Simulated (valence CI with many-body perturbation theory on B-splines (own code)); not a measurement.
## Pd XLII: electric-dipole lines

Level of theory: valence CI with perturbative core correlation (CI+MBPT): three valence electrons over a frozen Dirac-Fock core [He], radial functions for each j: 11 s, 11 p, 10 d, 8 f, 5 g, 2 h, with the one-electron correlation potential Σ1, the two-electron term Σ2, the three-electron term Σ3, Breit, model QED; selected CI, second order for the rest, scaled by the run's own slope (own B-spline code, finite nucleus).

No measured spectrum was set against this ion. As an estimate, large intervals hold to a few tenths of a per cent, small ones and those within an open d or f shell to about a per cent.

Lines 101 to 150 of 533 in falling wavelength, among levels below 386.89 Ry, chosen from the strongest by gf and those to the six lowest levels. Wavelengths and rates use the calculated energies. Electric multipoles are in the length gauge, E1 and E2 with the static RPA response of the core. Weak lines are less certain than strong ones. Lines between different terms over intervals too small for the method are left out, as are lines whose strength nearly cancels. Where a level lies close to another of its J and parity, the split of strength between their lines is uncertain. The highest levels of a list are the least certain.

Levels are named by their leading jj configuration (3d3/2^4 stands for four electrons in 3d with j = 3/2), which in mixed levels can hold well under half, so a name can repeat and another be missing. Letters in brackets count levels of one name in rising energy.

| λ vac (nm) | Upper | Lower | A (s⁻¹) | log gf | Branch % |
| --- | --- | --- | --- | --- | --- |
| 5.916 | (2p1/2^2 2p3/2) J=3/2 | (2s 2p1/2 2p3/2) J=3/2 [a] | 1.36e+10 | -1.54 | 6.4 |
| 4.572 | (2p3/2^2 3d5/2) J=9/2 | (2s 2p3/2 3d5/2) J=7/2 [b] | 8.13e+10 | -0.59 | 12.4 |
| 4.478 | (2p3/2^2 3p3/2) J=7/2 | (2s 2p3/2 3p3/2) J=5/2 [b] | 9.10e+10 | -0.66 | 0.2 |
| 4.470 | (2p3/2^2 3s) J=5/2 | (2s 2p3/2 3s) J=3/2 [b] | 1.04e+11 | -0.73 | 1.6 |
| 4.431 | (2p3/2^2 3p1/2) J=5/2 | (2s 2p3/2 3p1/2) J=3/2 [b] | 9.64e+10 | -0.77 | 0.1 |
| 4.326 | (2s 2p3/2^2) J=5/2 | (2s^2 2p3/2) J=3/2 | 4.78e+10 | -1.09 | 99.9 |
| 4.266 | (2p1/2 2p3/2^2) J=3/2 | (2s 2p1/2 2p3/2) J=1/2 | 1.07e+11 | -0.93 | 29.7 |
| 4.219 | (2p1/2 2p3/2^2) J=3/2 | (2s 2p1/2 2p3/2) J=3/2 [b] | 2.51e+10 | -1.57 | 7.0 |
| 4.023 | (2p3/2^2 3d3/2) J=7/2 | (2s 2p3/2 3d5/2) J=7/2 [a] | 7.64e+10 | -0.83 | 0.1 |
| 3.996 | (2p3/2^3) J=3/2 | (2s 2p3/2^2) J=3/2 | 3.22e+11 | -0.51 | 61.1 |
| 3.988 | (2p1/2 2p3/2^2) J=5/2 | (2s 2p1/2 2p3/2) J=3/2 [b] | 1.19e+11 | -0.77 | 40.4 |
| 3.980 | (2p1/2 2p3/2 3d5/2) J=9/2 | (2s 2p1/2 3d5/2) J=7/2 | 8.95e+10 | -0.67 | 16.7 |
| 3.965 | (2p1/2 2p3/2 3d5/2) J=7/2 [a] | (2s 2p1/2 3d5/2) J=5/2 [a] | 9.75e+10 | -0.74 | 2.2 |
| 3.964 | (2p3/2^2 3d5/2) J=5/2 [b] | (2s 2p3/2 3d5/2) J=5/2 [b] | 1.35e+11 | -0.72 | 0.1 |
| 3.962 | (2p1/2 2p3/2 3p3/2) J=7/2 | (2s 2p1/2 3p3/2) J=5/2 | 1.15e+11 | -0.66 | 0.2 |
| 3.933 | (2p1/2 2p3/2 3p3/2) J=5/2 [a] | (2s 2p1/2 3p3/2) J=3/2 [a] | 1.05e+11 | -0.84 | 0.2 |
| 3.919 | (2p3/2^2 3p3/2) J=5/2 | (2s 2p3/2 3p3/2) J=5/2 [a] | 1.06e+11 | -0.83 | 0.2 |
| 3.912 | (2s 2p3/2 3d5/2) J=7/2 [b] | (2s^2 3d5/2) J=5/2 | 1.66e+11 | -0.52 | 0.2 |
| 3.893 | (2p1/2 2p3/2 3d3/2) J=7/2 | (2s 2p1/2 3d3/2) J=5/2 | 8.56e+10 | -0.81 | 2.8 |
| 3.870 | (2s 2p3/2 4p3/2) J=5/2 [b] | (2s^2 4p3/2) J=3/2 | 2.09e+11 | -0.55 | 0.7 |
| 3.865 | (2p3/2^2 3s) J=1/2 | (2s 2p3/2 3s) J=3/2 [b] | 2.72e+11 | -0.91 | 1.3 |
| 3.857 | (2s 2p3/2 3d3/2) J=5/2 [b] | (2s^2 3d3/2) J=3/2 | 1.52e+11 | -0.69 | 0.1 |
| 3.856 | (2s 2p3/2 3p3/2) J=5/2 [b] | (2s^2 3p3/2) J=3/2 | 1.63e+11 | -0.66 | 0.8 |
| 3.843 | (2p3/2^2 3d5/2) J=5/2 [b] | (2s 2p3/2 3d5/2) J=7/2 [b] | 1.63e+11 | -0.66 | 0.1 |
| 3.840 | (2s 2p3/2 4p1/2) J=3/2 [b] | (2s^2 4p1/2) J=1/2 | 1.45e+11 | -0.89 | 0.5 |
| 3.840 | (2s 2p3/2 4s) J=3/2 [b] | (2s^2 4s) J=1/2 | 2.01e+11 | -0.75 | 0.8 |
| 3.839 | (2s 2p3/2 4p3/2) J=3/2 [b] | (2s^2 4p3/2) J=3/2 | 2.21e+11 | -0.71 | 1.0 |
| 3.838 | (2p1/2 2p3/2 3p1/2) J=5/2 | (2s 2p1/2 3p1/2) J=3/2 | 1.19e+11 | -0.80 | 0.4 |
| 3.830 | (2s 2p3/2 4p3/2) J=1/2 [b] | (2s^2 4p3/2) J=3/2 | 2.56e+11 | -0.95 | 1.9 |
| 3.825 | (2p1/2 2p3/2 3s) J=5/2 | (2s 2p1/2 3s) J=3/2 | 1.37e+11 | -0.74 | 0.5 |
| 3.798 | (2p3/2^2 3p3/2) J=3/2 [b] | (2s 2p3/2 3p3/2) J=5/2 [b] | 1.39e+11 | -0.92 | 0.2 |
| 3.794 | (2s 2p3/2 3p1/2) J=3/2 [b] | (2s^2 3p1/2) J=1/2 | 1.92e+11 | -0.78 | 1.0 |
| 3.794 | (2s 2p3/2 3d5/2) J=5/2 [b] | (2s^2 3d5/2) J=5/2 | 2.15e+11 | -0.56 | 0.1 |
| 3.782 | (2s 2p3/2 3s) J=3/2 [b] | (2s^2 3s) J=1/2 | 2.18e+11 | -0.73 | 1.0 |
| 3.775 | (2s 2p3/2 3d3/2) J=3/2 [b] | (2s^2 3d3/2) J=3/2 | 1.41e+11 | -0.92 | 0.1 |
| 3.764 | (2p3/2^2 3s) J=3/2 | (2s 2p3/2 3s) J=3/2 [a] | 1.52e+11 | -0.89 | 0.4 |
| 3.761 | (2s 2p3/2 3d5/2) J=3/2 [b] | (2s^2 3d5/2) J=5/2 | 2.54e+11 | -0.67 | 0.1 |
| 3.731 | (2p3/2^2 3p3/2) J=7/2 | (2s 2p3/2 3p3/2) J=7/2 | 1.32e+11 | -0.66 | 0.2 |
| 3.727 | (2p3/2^2 3p1/2) J=3/2 | (2s 2p3/2 3p1/2) J=3/2 [a] | 1.41e+11 | -0.93 | 0.2 |
| 3.725 | (2p3/2^2 3p1/2) J=5/2 | (2s 2p3/2 3p1/2) J=5/2 | 1.42e+11 | -0.75 | 0.2 |
| 3.720 | (2p3/2^2 3d5/2) J=7/2 | (2s 2p3/2 3d3/2) J=7/2 | 8.66e+10 | -0.84 | 0.1 |
| 3.717 | (2p3/2^2 3d5/2) J=9/2 | (2s 2p3/2 3d5/2) J=9/2 | 1.21e+11 | -0.60 | 18.4 |
| 3.690 | (2p1/2 2p3/2^2) J=3/2 | (2s 2p1/2 2p3/2) J=5/2 | 2.44e+10 | -1.70 | 6.8 |
| 3.685 | (2s 2p1/2 2p3/2) J=3/2 [b] | (2s^2 2p1/2) J=1/2 | 2.11e+11 | -0.77 | 98.5 |
| 3.678 | (2p3/2^2 3s) J=5/2 | (2s 2p3/2 3s) J=5/2 | 1.20e+11 | -0.84 | 1.8 |
| 3.650 | (2s 2p1/2 2p3/2) J=1/2 | (2s^2 2p1/2) J=1/2 | 3.07e+11 | -0.91 | 98.3 |
| 3.615 | (2p1/2 2p3/2^2) J=1/2 | (2s 2p1/2 2p3/2) J=3/2 [b] | 3.04e+11 | -0.92 | 69.5 |
| 3.569 | (2s 2p3/2^2) J=1/2 | (2s^2 2p3/2) J=3/2 | 2.58e+11 | -1.01 | 99.8 |
| 3.557 | (2s 2p3/2^2) J=3/2 | (2s^2 2p3/2) J=3/2 | 4.11e+11 | -0.51 | 97.1 |
| 3.546 | (2p1/2^2 2p3/2) J=3/2 | (2s 2p1/2^2) J=1/2 | 1.50e+11 | -0.95 | 71.2 |

Task: How does gf follow from A for the line at 5.916 nm?

Result: gf = 1.4992 × (2J+1)_upper × A / σ², with σ = 1690199 cm⁻¹ and 2J+1 = 4: gf = 0.0285.
